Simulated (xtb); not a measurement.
ScBr3, SMILES [Sc]([Br])([Br])[Br]. All values are semi-empirical tight-binding results from xtb (GFN2-xTB unless named), good for trends rather than for accurate numbers. Geometry optimised at GFN2-xTB.

Optimised geometry:

Bonded distances (Å): Sc1–Br2 2.476, Sc1–Br3 2.476, Sc1–Br4 2.476. Bond angles (°): Br2–Sc1–Br3 120.0, Br2–Sc1–Br4 120.0, Br3–Sc1–Br4 120.0.
Charge 0, spin multiplicity 1.

For metal compounds this method's bond lengths and energies can be far off.

Question: Estimate the properties. (Estimate from the structure and the level; the computed values follow.)

Answer: 
The point group as xtb finds it is D3h and the orbital gap is 1.54 eV. The zero-point energy is 1.3 kcal/mol and the G − E(el) at 298.15 K (modified RRHO) is -20.4 kcal/mol.

Computed atomic charges and the Wiberg bond orders between heavy atoms:
charges (e) Sc1 0.83, Br2 -0.28, Br3 -0.28, Br4 -0.28. Bond orders Sc1–Br2 1.05, Sc1–Br3 1.05, Sc1–Br4 1.05.
